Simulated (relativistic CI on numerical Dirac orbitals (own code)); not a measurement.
**Forbidden transitions in Ce XXXVII**

Method of calculation: Dirac-Coulomb-Breit CI, separate exchange-only KLI orbitals for each configuration, model QED, unscaled Slater integrals (own radial code, finite nucleus).

Configurations in the expansion (outside the closed core [Ne]): 3s²3p⁶3d⁴, 3s²3p⁵3d⁵, 3s3p⁶3d⁵, 3s²3p⁶3d³4s, 3s²3p⁶3d³4p, 3s²3p⁶3d³4d, 3s²3p⁵3d⁴4s, 3s²3p⁶3d³4f, 3s²3p⁵3d⁴4p, 3s3p⁶3d⁴4s, 3p⁶3d⁵4p, 3s3p⁶3d⁴4p, 3s²3p⁶3d²4s4p, 3s²3p⁶3d³5s, 3s²3p⁶3d³5p, 3s3p⁶3d⁴4d, 3s²3p⁶3d³5d, 3s²3p⁶3d³5g, 3s²3p⁶3d³6s, 3p⁶3d⁶, 3p⁵3d⁷, 3p⁵3d⁶4s, 3p⁶3d⁵4s, 3p⁵3d⁵4s², 3s²3p⁶3d²4s², 3s²3p⁶3d4s²4p, 3s²3p⁶3d4s²4d, 3s²3p⁶3d²4p², 3s²3p⁶3d4s4p², 3s²3p⁶3d4p³, 3s²3p⁶3d4p²4d, 3s²3p⁵3d²4s4p², 3s²3p⁶3d²4s4d, 3s²3p⁶3d4s4p4d, 3s²3p⁶3d4s4d², 3s²3p⁵3d²4s²4d, 3s3p⁶3d³4s², 3s3p⁶3d²4s²4p, 3s3p⁶3d²4s²4d. Double excitations out of closed p, d and f shells are left out; levels of such configurations are missing from the list, as are those of other unlisted configurations, and high levels can miss mixing partners. These lack a partner that the ground configuration has and come out too high: 3s²3p⁵3d⁴4p.

| λ vac (Å) | Lower | Upper | Type | A (s⁻¹) | log gf |
| --- | --- | --- | --- | --- | --- |
| 360.58 | 3s²3p⁶3d⁴ ⁵D3 [5] | 3s²3p⁶3d⁴ ³F2 [17] | M1 | 1.40e+05 | -4.86 |
| 361.32 | 3s²3p⁶3d⁴ ³G3 [9] | 3s²3p⁶3d⁴ ³F2 [25] | M1 | 6.79e+04 | -5.18 |
| 366.28 | 3s²3p⁶3d⁴ ⁵D3 [5] | 3s²3p⁶3d⁴ ³F4 [16] | M1 | 2.82e+04 | -5.29 |
| 402.22 | 3s²3p⁶3d⁴ ⁵D0 [6] | 3s²3p⁶3d⁴ ³D1 [21] | M1 | 1.17e+05 | -5.07 |
| 431.23 | 3s²3p⁶3d⁴ ⁵D4 [7] | 3s²3p⁶3d⁴ ³F4 [20] | M1 | 5.88e+04 | -4.83 |
| 438.95 | 3s²3p⁶3d⁴ ³F4 [16] | 3s²3p⁶3d⁴ ¹G4 [29] | M1 | 9.31e+04 | -4.62 |
| 453.04 | 3s²3p⁶3d⁴ ³F4 [4] | 3s²3p⁶3d⁴ ³F3 [14] | M1 | 5.48e+04 | -4.93 |
| 468.86 | 3s²3p⁶3d⁴ ⁵D1 [2] | 3s²3p⁶3d⁴ ³F2 [8] | M1 | 1.06e+05 | -4.76 |
| 509.44 | 3s²3p⁶3d⁴ ³H5 [10] | 3s²3p⁶3d⁴ ¹I6 [22] | M1 | 5.18e+04 | -4.58 |
| 516.03 | 3s²3p⁶3d⁴ ⁵D2 [3] | 3s²3p⁶3d⁴ ³P1 [11] | M1 | 1.11e+05 | -4.88 |
| 528.88 | 3s²3p⁶3d⁴ ³F2 [8] | 3s²3p⁶3d⁴ ³F3 [18] | M1 | 1.08e+05 | -4.50 |
| 538.32 | 3s²3p⁶3d⁴ ⁵D1 [2] | 3s²3p⁶3d⁴ ⁵D0 [6] | M1 | 2.50e+05 | -4.96 |
| 540.71 | 3s²3p⁶3d⁴ ³G3 [9] | 3s²3p⁶3d⁴ ³F3 [18] | M1 | 8.62e+04 | -4.58 |
| 559.54 | 3s²3p⁶3d⁴ ³H6 [12] | 3s²3p⁶3d⁴ ¹I6 [22] | M1 | 4.39e+04 | -4.57 |
| 602.95 | 3s²3p⁶3d⁴ ⁵D4 [7] | 3s²3p⁶3d⁴ ³F4 [16] | M1 | 9.53e+04 | -4.33 |
| 605.22 | 3s²3p⁶3d⁴ ³F4 [4] | 3s²3p⁶3d⁴ ³H5 [10] | M1 | 3.67e+04 | -4.65 |
| 653.97 | 3s²3p⁶3d⁴ ⁵D2 [3] | 3s²3p⁶3d⁴ ³G3 [9] | M1 | 3.31e+04 | -4.83 |
| 796.07 | 3s²3p⁶3d⁴ ⁵D3 [5] | 3s²3p⁶3d⁴ ³G3 [9] | M1 | 4.15e+04 | -4.56 |
| 797.74 | 3s²3p⁶3d⁴ ³P0 [1] | 3s²3p⁶3d⁴ ⁵D1 [2] | M1 | 5.78e+04 | -4.78 |
| 810.67 | 3s²3p⁶3d⁴ ³F4 [4] | 3s²3p⁶3d⁴ ⁵D4 [7] | M1 | 5.45e+04 | -4.32 |

Terms are leading LS components. Brackets give the number of a level in order of energy, since labels repeat. The list gives strong lines, with weight on those to low levels, among the lowest 400 of 7752 levels, so that lines to higher ones, which can be the strongest, are missing. Levels whose partners in the same complex of configurations lie outside the list can be far off, and so can their lines. Rates are taken at the computed energies, electric ones in the length gauge.

At this charge energies of transitions that change n are usually good to better than 1 %, and those within a shell (Δn = 0) to a few per cent. Terms inside the open d or f shell come out 10 to 20 % too wide with unscaled integrals.

LS names give the leading component of a level, which can be under half, so a name can repeat, a term be missing and a line seem to break the LS rules.
